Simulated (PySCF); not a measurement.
# Fractional electron number in Ru⁻ (ruthenium, charge -1)

The 5s beta orbital of [Kr] 4d7 5s2 is emptied in steps (occupation f), with all orbitals relaxed, ending at [Kr] 4d7 5s1. All numbers are calculated (PySCF 2.14, a scalar-relativistic core potential, in def2-TZVPPD with the def2 core potential (28 electrons)). The exact energy is a straight line in f; departures are measured from the line between the end points of the same method.

```tsv
f	UHF (eV)	LDA (eV)	PBE (eV)
1	0.000	0.000	0.000
0.75	0.030	-0.469	-0.452
0.5	0.038	-0.630	-0.609
0.25	0.027	-0.476	-0.463
0	0.000	0.000	0.000
```

```
method  E(f=0) − E(f=1) (eV)  −ε at f=1 (eV)  −ε at f=0.5 (eV)
   UHF                -0.558          -0.393            -0.565
   LDA                 1.010          -1.472             0.990
   PBE                 0.713          -1.671             0.683
```

Orbital energy along the path (eV):

```tsv
f	UHF	LDA	PBE
1	0.393	1.472	1.671
0.75	0.485	0.255	0.511
0.5	0.565	-0.990	-0.683
0.25	0.635	-2.264	-1.926
0	0.697	-3.568	-3.156
```

At f = 1 the orbital energy is positive for UHF, LDA, PBE: only the finite basis holds the electron.

Reference removal energy between the ground levels: 1.046 eV (measured; photodetachment measurements, as compiled on the Wikipedia data page of electron affinities). The calculation has no spin-orbit coupling. UHF lacks correlation.
